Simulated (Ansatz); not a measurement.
**Ligand exchange: HBr + C2H6OSn → H2O + C2H5BrSn**

Species: HBr (hydrogen bromide), singlet; C2H6OSn `C[CH2][Sn][OH]`, singlet; H2O (water) `O`, singlet; C2H5BrSn `C[CH2][Sn][Br]`, singlet. The partners trade Br for OH: H–Br and Sn–OH bonds give way to H–OH and Sn–Br.

Shapes, held fixed at every level: PBE0-D4/def2-TZVP. Flexible molecules stand in one conformer, not always the lowest. Programs: Ansatz 0.2.0. The zero-point and thermal change to 298 K, harmonic and unscaled (PBE0-D4/def2-TZVP), is +9.7 kJ/mol.

Task: Estimate ΔH(298 K) of this reaction.

Result: The highest level, CCSD(T)/def2-TZVPP, gives ΔH(298 K) = -73.4 kJ/mol; the levels span -95.7 to -71.5. The column of differences is taken from that level and isn't an error. No measured value is set beside it here. For atoms past krypton def2 sets carry core potentials with scalar relativity. Relativity is left out for Br unless named. Correlated rows may include outer-core shells of Br, Sn, which these sets cover unevenly.

```
              level                    kind  ΔH(298 K) (kJ/mol)  less CCSD(T)/def2-TZVPP
        HF/def2-SVP            Hartree–Fock               -95.7                    -22.3
  PBE-D4/def2-TZVPP                     GGA               -74.3                     -0.9
BHLYP-D4/def2-TZVPP           global hybrid               -89.2                    -15.8
 wB97X-V/def2-TZVPP  range-separated hybrid               -73.7                     -0.3
     MP2/def2-TZVPP     perturbation theory               -78.7                     -5.3
   CCSD(T)/def2-SVP   coupled cluster or CI               -71.5                     +1.9
    CCSD/def2-TZVPP   coupled cluster or CI               -76.3                     -2.9
 CCSD(T)/def2-TZVPP   coupled cluster or CI               -73.4                      0.0
```
